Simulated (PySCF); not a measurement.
# Diatomics of Ge with the chalcogens

r²SCAN with triple-zeta basis sets in PySCF, for the lowest determinant that a PBE0 search found; no spin–orbit coupling. De refers to high-spin ground-configuration atoms. A positive dipole means M(−)Ge(+).

```csv
M,basis,state (unpaired electrons),Re (Å),ωe (cm⁻¹),De (eV),μ (D)
O,def2-TZVPP,singlet (closed shell),1.629,1006,6.90,3.15
S,def2-TZVPP,singlet (closed shell),2.019,584,5.82,2.03
Se,x2c-TZVPPall,singlet (closed shell),2.138,409,5.26,1.77
Te,def2-TZVPPD,singlet (closed shell),2.342,330,4.50,1.04
```

The shortest bond is that of GeO (1.629 Å), the longest that of GeTe (2.342 Å). GeO is bound most strongly (6.90 eV) and GeTe least (4.50 eV).

The rows differ in basis set, which adds steps of its own.

Down a group the atoms grow and get heavier, so bonds lengthen and wavenumbers fall; this series shows no clear exception.

Spin–orbit coupling is left out, which matters for elements this heavy, above all for dissociation energies.
